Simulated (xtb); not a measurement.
Ti(F)3(OH) (F₃HOTi), SMILES [F][Ti]([OH])([F])[F], multiplicity 1. All values are semi-empirical tight-binding results from xtb (GFN2-xTB unless named), good for trends rather than for accurate numbers. Geometry optimised at GFN2-xTB. The spin state was assumed, not searched. The structure was generated by enumeration; whether it is a known compound was not checked. One conformer was computed; it need not be the lowest.

For metal compounds this method's bond lengths and energies can be far off.

```yaml
point_group_as_xtb_finds_it: C3v
orbital_gap: 5.59 eV
zero_point_energy: 11.2 kcal/mol
G − E(el) at 298.15 K (modified RRHO): -7.5 kcal/mol
```
